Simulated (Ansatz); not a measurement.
`C[Si](C)(C)[O][Sn]([F])([F])[F]` + PH₃ → `C[Si](C)(C)P` + `[OH][Sn]([F])([F])[F]`  (ligand exchange at the Si–O bond)

Isolated molecules relaxed with PBE0-D4/def2-TZVP in Ansatz; ΔE leaves out vibrations. CCSD(T)/CBS is the MP2 limit (def2-TZVPP, def2-QZVPP) plus CCSD(T) − MP2 in def2-TZVPP, frozen cores. This one scheme is used for every species. DFT in def2-TZVPP. B3LYP here is the variant with VWN-RPA as its local correlation; programs differ in this. HSE06 is defined as in plane-wave codes. def2 core potentials past Kr. For Sn outer-core shells are correlated without core-valence functions, which leaves a few kJ/mol of doubt a bond. Each species was taken in one conformer, which may not be the lowest.

(1) Is it downhill or uphill in electronic energy at CCSD(T)/CBS, and by how much? (An estimate is asked.)

(2) What do these levels give: LDA (SPW92), PBE-D4, r2SCAN-D4, PBE0-D4, B3LYP-D4, HSE06-D4, BHLYP-D4, PBE, r2SCAN, MP2/def2-TZVPP, SCS-MP2/def2-QZVPP, CCSD/CBS(def2)? (Best estimate.)

Largest T1 diagnostic among the species: 0.015.

Results:

(1) The calculation gave: Uphill: ΔE = +104.8 kJ/mol.

(2) Computed: LDA (SPW92) 88.1, PBE-D4 82.6, r2SCAN-D4 98.7, PBE0-D4 89.0, B3LYP-D4 104.8, HSE06-D4 88.7, BHLYP-D4 115.3, PBE 80.7, r2SCAN 97.7, MP2/def2-TZVPP 103.4, SCS-MP2/def2-QZVPP 108.1, CCSD/CBS(def2) 107.9 kJ/mol.

In def2-TZVPP, CCSD(T) changes the Hartree–Fock value by −16.6 kJ/mol (the triples alone add −3.0 kJ/mol) and MP2 by −19.4 kJ/mol. At CCSD(T), def2-SVP lies +6.1 kJ/mol from the extrapolated value and def2-TZVPP +1.2 kJ/mol. Leaving LDA and LC-ωPBE aside and taking each functional with its dispersion term where it has one, the values, not all of them listed here, spread over 35.9 kJ/mol, from revPBE-D4 to BHLYP-D4. LDA lies +7.4 kJ/mol from PBE without D4.
